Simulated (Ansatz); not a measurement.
GaH₅N₂OSSi, SMILES `N[Si]1(O)[NH][GaH][S]1`. The species carries charge 0 and has multiplicity 1. The geometry is a stationary point of PBE0-D4/def2-TZVP. It is one conformer, not always the lowest.

```xyz
11

N     0.262    1.828   -0.409
Si   -0.330    0.246   -0.170
O    -1.581    0.068   -1.219
N     0.681   -1.136   -0.297
Ga    0.496   -1.745    1.428
S    -0.764    0.006    1.932
H     0.422    2.183   -1.338
H     0.887    2.240    0.264
H    -2.178    0.817   -1.272
H     1.081   -1.542   -1.126
H     1.026   -2.965    2.207
```

Task: What is the dipole moment at ωB97M-V/def2-TZVPP? (Best estimate.)

Result: Computed: 2.28 D, with components (1.86, 0.06, -1.30) D in this frame, pointing from negative to positive charge.

Task: And with PBE, r2SCAN, B3LYP? (Best estimate.)

Result: The calculation gave: PBE 2.26 D, r2SCAN 2.32 D, B3LYP 2.25 D.

Task: Give the Mulliken charges with ωB97M-V, r2SCAN, B3LYP in def2-TZVPP. (An estimate is asked.)

Result: The calculation gave: 
| atom | ωB97M-V | r2SCAN | B3LYP |
| --- | --- | --- | --- |
| N1 | -0.36 | -0.45 | -0.40 |
| Si2 | 0.64 | 0.73 | 0.68 |
| O3 | -0.38 | -0.42 | -0.40 |
| N4 | -0.38 | -0.43 | -0.37 |
| Ga5 | 0.29 | 0.32 | 0.30 |
| S6 | -0.37 | -0.41 | -0.40 |
| H7 | 0.11 | 0.15 | 0.13 |
| H8 | 0.12 | 0.16 | 0.14 |
| H9 | 0.18 | 0.20 | 0.18 |
| H10 | 0.10 | 0.14 | 0.12 |
| H11 | 0.05 | 0.01 | 0.01 |

B3LYP here is the variant with VWN-RPA as its local correlation; programs differ in this.
